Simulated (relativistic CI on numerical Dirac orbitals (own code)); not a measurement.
## Ti²⁺ in a cubic cluster: 3p photoemission with charge transfer

Computed with a charge-transfer multiplet model of a cubic metal-ligand cluster with up to one ligand hole, Slater and spin-orbit integrals from Dirac-Coulomb-Breit ions, Slater integrals scaled by 0.8. The ground state mixes d2 with configurations of k ligand holes L, whose averages lie at kΔ + k(k − 1)U_dd/2; a core hole lowers each added d electron by U_cd. 300 K, Lorentzian 0.9 eV and Gaussian 0.8 eV FWHM.

Atomic integrals in eV (Slater integrals scaled, ζ unscaled), ground: F2dd 6.578, F4dd 4.090, zeta_d 0.013; with the core hole: F2dd 7.618, F4dd 4.781, zeta_d 0.017, zeta_core 0.435, F2cd 8.281, G1cd 10.323, G3cd 6.276.

Cluster parameters (eV): Δ = 7.5, U_dd = 4.4, 10Dq = 1.4, 10Dq(ligand) = 1.5, V(eg) = 1.9, V(t2g) = -1.04, final-state hopping factor = 0.8.

```tsv
Case	n_d	d2	d3L	S
U_cd = 4.4 eV	2.18	0.82	0.18	1.00
U_cd = 5.6 eV	2.18	0.82	0.18	1.00
U_cd = 6.2 eV	2.18	0.82	0.18	1.00
U_cd = 6.8 eV	2.18	0.82	0.18	1.00
U_cd = 7.4 eV	2.18	0.82	0.18	1.00
```

Weights, n_d and S are thermal averages at 300 K. Binding energies count from the first peak over 30 % of the highest in each spectrum, which can be another peak from case to case. The parameters are a model scan and need not match a compound or its usual spin state. Peaks in eV (height, largest 100):
- U_cd = 4.4 eV: 0.0 (100), 11.1 (11), 15.3 (8)
- U_cd = 5.6 eV: 0.0 (100), 3.1 (42), 10.8 (11), 15.3 (9)
- U_cd = 6.2 eV: 0.0 (100), 3.2 (46), 10.6 (11), 15.3 (9)
- U_cd = 6.8 eV: 0.0 (100), 3.1 (50), 13.6 (7), 15.2 (9), 16.7 (5)
- U_cd = 7.4 eV: 0.0 (100), 3.2 (54), 7.5 (20), 13.4 (7), 15.0 (9), 16.6 (6)

For the case U_cd = 5.6 eV, Δ = 7.5 eV is larger than U_dd = 4.4 eV, the Mott-Hubbard side of the Zaanen-Sawatzky-Allen scheme. With the core hole the configuration with one ligand hole lies at Δ − U_cd = 3.1, 1.9, 1.3, 0.7, 0.1 eV from the one without, in the order of the table; where this is negative the screened configuration lies lower, though the effective hopping of about 3.4 eV (from the holes of the mixed ground state) mixes the two strongly wherever it is as large as the gap.

With at most 1 ligand hole the space is cut while the next configuration still counts, so covalency is underestimated, and a final configuration with one more ligand hole, which can lie low, is missing from the spectra.
